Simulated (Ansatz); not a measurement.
Ansatz results at the PBE0-D4/def2-TZVP geometry: HOMO energy (ωB97M-V/def2-TZVPP) -9.96 eV; LUMO energy (PBE/def2-TZVPP) 0.01 eV; size of the dipole moment (ωB97M-V/def2-TZVPP) 1.20 D.

Each molecule was computed in one conformer, which needn't be the lowest.

Which molecule gave them?
A. `CO[Si](C)(N)O`
B. `CN(C)[SiH](O)O`
C. `F[Si](F)(F)[SiH](Cl)Cl`
D. `CCO[Si](C)(F)Cl`

A. The others give `CN(C)[SiH](O)O`: -8.75, 0.05, 0.71; `CCO[Si](C)(F)Cl`: -11.01, 0.21, 1.52; `F[Si](F)(F)[SiH](Cl)Cl`: -11.07, -1.92, 1.36.
